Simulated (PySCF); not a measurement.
**Correlation energy of Pb (lead, neutral)**

[Xe] 4f14 5d10 6s2 6p2, high-spin 3P determinant. Computed with PySCF 2.14 in x2c-TZVPPall with one added diffuse shell each of s, p, d, f type (12s8p7d4f, 99 functions), with scalar relativity by spin-free X2C-1e. Frozen: [Xe] 4f14 5d10; 4 electrons correlated.

```json
{"level": "CCSD", "correlation energy (mhartree)": "-45.97"}
{"level": "(T)", "correlation energy (mhartree)": "-1.06"}
{"level": "CCSD(T)", "correlation energy (mhartree)": "-47.03"}
```

Diagnostics: T1 = 0.0076, D1 = 0.0188, largest double amplitude 0.053.

Spin-orbit coupling is strong in this species (close to jj coupling), so the high-spin LS determinant is a model state, not a physical level.

Cost of the coupled-cluster step: roughly 7 core-seconds, for 4 correlated electrons.

Iterations:

```
CC2 = 0
CCSD nocc = (np.int64(3), np.int64(1)), nmo = (60, 60)
frozen orbitals [[0, 1, 2, 3, 4, 5, 6, 7, 8, 9, 10, 11, 12, 13, 14, 15, 16, 17, 18, 19, 20, 21, 22, 23, 24, 25, 26, 27, 28, 29, 30, 31, 32, 33, 34, 35, 36, 37, 38], [0, 1, 2, 3, 4, 5, 6, 7, 8, 9, 10, 11, 12, 13, 14, 15, 16, 17, 18, 19, 20, 21, 22, 23, 24, 25, 26, 27, 28, 29, 30, 31, 32, 33, 34, 35, 36, 37, 38]]
max_cycle = 100
direct = 0
conv_tol = 1e-08
conv_tol_normt = 1e-06
diis_space = 8
diis_start_cycle = 0
Init t2, MP2 energy = -0.0361201343061474
Init E_corr(UCCSD) = -0.0361201343086979
cycle = 1  E_corr(UCCSD) = -0.0432467812085173  dE = -0.0071266469  norm(t1,t2) = 0.0390308
cycle = 2  E_corr(UCCSD) = -0.0450595150073226  dE = -0.0018127338  norm(t1,t2) = 0.0135846
cycle = 3  E_corr(UCCSD) = -0.0459803627757433  dE = -0.000920847768  norm(t1,t2) = 0.00562131
cycle = 4  E_corr(UCCSD) = -0.0459663895563857  dE = 1.39732194e-05  norm(t1,t2) = 0.000936114
cycle = 5  E_corr(UCCSD) = -0.0459715314699499  dE = -5.14191356e-06  norm(t1,t2) = 0.000146647
cycle = 6  E_corr(UCCSD) = -0.0459706841120629  dE = 8.47357887e-07  norm(t1,t2) = 2.3683e-05
cycle = 7  E_corr(UCCSD) = -0.0459710176195435  dE = -3.33507481e-07  norm(t1,t2) = 4.28929e-06
cycle = 8  E_corr(UCCSD) = -0.0459709160452857  dE = 1.01574258e-07  norm(t1,t2) = 8.11284e-07
cycle = 9  E_corr(UCCSD) = -0.0459709203867686  dE = -4.34148288e-09  norm(t1,t2) = 1.49955e-07
UCCSD converged
E(UCCSD) = -20879.9213358834  E_corr = -0.04597092038676862
UCCSD(T) correction = -0.00106134392624003
```

Spin-orbit coupling is strong in this species, so the high-spin LS determinant is a model state.
